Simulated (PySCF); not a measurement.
# What a mistake does to a calculation on BGeH7N2

Calculated results; nothing here was measured. They come from PySCF 2.14.0, an open-source quantum chemistry program, on an isolated molecule that a program drew, which may never have been made. The molecule is BGeH7N2 (charge 0, singlet), drawn as the SMILES string `N[B](N)[GeH3]`.

Each row is a Hartree-Fock (HF) and frozen-core CCSD(T) single point in the cc-pVDZ basis, meant for a local HF minimum. Run 1 is clean. Each other run has one planted mistake out of seven kinds, and not every kind appears here: one electron removed, one electron added, multiplicity raised by two, geometry at a saddle point, minimal basis STO-3G, one bond length entered in bohr, all coordinates scaled. The reference is restricted for singlets and unrestricted otherwise, and also for a bond in bohr. Adding or removing an electron swaps singlet and doublet. Electrons count all cores. HOMO and LUMO are orbital energies over both spins, the gradient is its largest component, and the lowest frequency (negative if imaginary) is given only where the gradient is small. Bond lengths are over the 10 bonds as drawn. T1 is the CCSD diagnostic: over 0.02 (restricted) or 0.045 (unrestricted) a single reference is doubtful. Germanium has the cc-pVDZ-PP basis, with a core potential (ECP10MDF) in place of its 10 inner electrons, and its 3s, 3p and 3d shells are frozen in CCSD(T).

Geometry of the clean run:
```xyz
11
BGeH7N2, angstrom
N    -1.3956    0.2545    0.5338
B    -0.3855   -0.3886   -0.2126
N    -0.2588   -1.7939   -0.2300
Ge    0.9410    0.7722   -1.3513
H    -1.4933    1.2452    0.5782
H    -2.0690   -0.2358    1.0868
H    -0.8634   -2.4080    0.2769
H     0.4576   -2.2703   -0.7328
H     1.1775    2.1638   -0.7339
H     2.3212    0.1041   -1.5013
H     0.4177    1.0138   -2.7797
```

```
run,electrons,basis functions,<S^2>,HOMO (eV),LUMO (eV),gradient (hartree/bohr),lowest frequency (cm^-1),mean bond (Å),longest bond (Å),T1,HF (hartree),CCSD(T) (hartree),mistake
1,58,100,0.000,-10.39,4.21,4.1e-06,29,1.3535,2.099,0.0126,-431.12053,-431.71384,no fault
2,57,100,0.907,-15.62,-6.42,3.1e-02,-,1.3535,2.099,0.0234,-430.81446,-431.38255,one electron removed
3,59,100,0.757,3.17,9.05,5.2e-02,-,1.3535,2.099,0.0241,-430.98329,-431.59507,?
4,58,100,0.731,-10.06,2.15,2.4e-02,-,1.4425,2.099,0.0546,-430.97324,-431.56803,?
```

**Which mistake was planted in run 3, and what did it cost?**

It counts 59 electrons, one more than the clean run, at the same geometry and basis. So the mistake is: one electron added. Subtracting run 1 and multiplying by 627.51 kcal/mol a hartree, the energy moved by 86.1 kcal/mol in HF and 74.5 kcal/mol in CCSD(T).

**Which mistake was planted in run 4, and what did it cost?**

The mean bond changes by a factor of 1.066 and the longest by 1.000, so the molecule wasn't scaled as a whole. A length L in bohr read as angstrom grows by (1/0.5292 - 1) L = 0.890 L. The 10 bonds together grew by 10 x 0.0890 = 0.890 Å, which gives L = 1.000 Å. That is the length of one of the H-N bonds, 1.000 Å in the clean geometry. So the mistake is: one bond length entered in bohr. Subtracting run 1 and multiplying by 627.51 kcal/mol a hartree, the energy moved by 92.4 kcal/mol in HF and 91.5 kcal/mol in CCSD(T).

Cautions from the logs. Run 3: the HOMO is above zero, so the electron isn't bound and the energy depends on the basis; run 4: T1 is over the limit, so its CCSD(T) energy is less reliable.
